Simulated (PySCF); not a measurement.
Structure problem from calculated spectra and properties.

Formula: C3H5F3OS.

* UV, strongest line: among the 6 lowest singlet transitions: S2 at 6.39 eV (194 nm, f = 0.041) [TDDFT PBE0/def2-SVPD]
* Dipole: 2.33 D [PBE0/def2-SVPD]
* 13C NMR: chemical shifts (computed TMS as zero) by class: 130.7 (1 C), 74.5 (1 C), 30.8 (1 C) ppm [GIAO PBE0/pcSseg-1]
* UV, first state: lowest singlet excitation: 5.75 eV (216 nm, f = 0.004) [TDDFT PBE0/def2-SVPD]
* Rotational structure: rotational constants A, B, C: 3.621, 0.811, 0.765 GHz [GFN2-xTB]
* Polarisability: 65.3 au [PBE0/def2-SVPD]
* Triplet: lowest triplet excitation (Tamm–Dancoff): 5.24 eV [TDA PBE0/def2-SVPD]

The electronic properties come from PySCF, for the isolated species, density fitting. Levels stand in brackets. Isolated species at its GFN2-xTB geometry (one conformer only). NMR values are class means; diastereotopic atoms form classes of their own.

Q: Propose a structure and show how it fits.

A: Numbering: `[F:1][C:2]([F:3])([F:4])[O:5][CH2:6][CH2:7][SH:8]`. Its formula, C3H5F3OS, gives 0 degrees of unsaturation, so no ring and no π bond. 3 carbons fall into 3 classes; from least to most shielded: CF3 carbon [C2] (130.7 ppm), sp3 carbon bound to oxygen [C6] (74.5 ppm), sp3 carbon bound to sulfur [C7] (30.8 ppm). The optimised geometry has point group C1 and is an asymmetric top. Structure: `FC(F)(F)OCCS`. Computed isomers that give other values at the same levels: `C[S@@](=O)[C@H](F)C(F)F` (rotational constant A: 2.503 GHz; this holds for the one conformer computed). The assignments are read from this structure; whether some other isomer fits the data as well wasn't checked.

The values belong to the conformer `[F:1][C:2]([F:3])([F:4])[O:5][CH2:6][CH2:7][SH:8]`: F1–C2–O5–C6 -179°, C2–O5–C6–C7 180°, O5–C6–C7–S8 69°, H–S8–C7–C6 -60°.
